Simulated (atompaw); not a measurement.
## What one change does to a pseudopotential (silver (Ag), PAW (atompaw))

silver (Ag), PAW, made with atompaw 4.2.0.5 (LDA (PW92), scalar-relativistic). Core [Kr], reference 4d10 5s0.5 5p0 (charge +0.5). Waves: 5s (bound): rc 3.00 bohr; 5s channel at 0.45 Ry: rc 2.70 bohr; 5p (bound, empty): rc 3.00 bohr; 5p channel at 1.4 Ry: rc 3.00 bohr; 4d (bound): rc 3.00 bohr; 4d channel at 0.75 Ry: rc 1.85 bohr. Local part: troulliermartins scheme with l = 3 at 0 Ry, radius 2.50 bohr. Core correction: smooth core density matched at 2.30 bohr. Augmentation charge: sinc compensation charge, radius 2.65 bohr; PAW radius 3.00 bohr; waves and projectors: custom rrkj vanderbiltortho.

Change: all radii scaled by about 1.16 (s 3.48, p 3.48, d 3.48 bohr); local potential troulliermartins scheme with l = 3 at 0 Ry, radius 2.90 bohr; augmentation sinc compensation charge, radius 3.06 bohr; PAW radius 3.48 bohr; waves and projectors: custom rrkj vanderbiltortho; core correction smooth core density matched at 2.66 bohr.

Cutoffs: the cutoffs (Ry, on a coarse ladder) from which the occupation-weighted sum of valence levels, in a spherical-Bessel basis at the reference potential, stays within 10 and 1 mRy of its value at 400 Ry; they do not see the model core or the augmentation charge, which bear on the density cutoff.

Task: What does the change do?

Result: The potential gets softer (12 Ry and 18 Ry → 8 Ry and 10 Ry); the bound ghost in s disappears. A larger radius leaves more room for a smooth pseudo-wave, so fewer plane waves are needed.

| quantity | base | changed |
| --- | --- | --- |
| cutoff, loose | 12 Ry | 8 Ry |
| cutoff, tight | 18 Ry | 10 Ry |
| loose cutoff by channel (10 mRy a level) | s 6 Ry, d 8 Ry | s 6 Ry, d 6 Ry |
| bound ghosts | s | none |
| lowest overlap eigenvalue by channel | s 0.44, p 0.47, d 0.73 | s 0.38, p 0.48, d 0.50 |

 A true bound ghost makes a file unfit for plane-wave use even where its test errors are small: the radial tests pick states by their node count and pass the ghost by. The cutoffs see the waves, projectors and local potential, not the compensation charge or the core.
